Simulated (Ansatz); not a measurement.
NaBe, multiplicity 2 (lowest of 2S+1 = 2, 4 at CCSD(T)/def2-TZVPP on PBE0 minima; our sources give no spin for the ground state, which may be another), most abundant isotopes (9.0122 and 22.9898 u). Constants from fifth-degree fits in 1/R to seven points on the lowest solution found; no spin–orbit coupling, no relativity up to Kr; ω_e x_e and α_e move by some per cent with the fit.

Correlated levels freeze the inner cores; with def2 sets outer-core shells near the valence are correlated too.

Codes used: Ansatz (a first-principles code). Each number belongs to the level named beside it.

Total energies (hartree; each atom in its lowest state at that level) and vibrational constants (cm⁻¹):

| level | E(NaBe) at r_e | E(Be) | E(Na) | ω_e | ω_e x_e |
|---|---|---|---|---|---|
| PBE/def2-TZVPP | -176.804445 | -14.628245 | -162.160437 | 225 | 3.3 |
| B3LYP/def2-TZVPP | -176.974147 | -14.672020 | -162.291254 | 213 | 4.1 |
| wB97M-V/def2-TZVPP | -176.923502 | -14.661041 | -162.257130 | 157 | 4.9 |
| CCSD(T)/def2-QZVPP | -176.717131 | -14.655539 | -162.055741 | 170 | 5.4 |

Task: Work out D_e and D₀ in eV.

Result: 
D_e = E(Be) + E(Na) − E(molecule), times 27.2114 eV; D₀ = D_e − (ω_e/2 − ω_e x_e/4)/8065.54.
- PBE/def2-TZVPP: D_e = 0.429, zero point 0.014, D₀ = 0.415 eV
- B3LYP/def2-TZVPP: D_e = 0.296, zero point 0.013, D₀ = 0.283 eV
- wB97M-V/def2-TZVPP: D_e = 0.145, zero point 0.010, D₀ = 0.135 eV
- CCSD(T)/def2-QZVPP: D_e = 0.159, zero point 0.010, D₀ = 0.149 eV
No counterpoise correction is made.

Doubts at one or more of the structures used: a spin-contaminated determinant (CCSD(T)/def2-QZVPP).
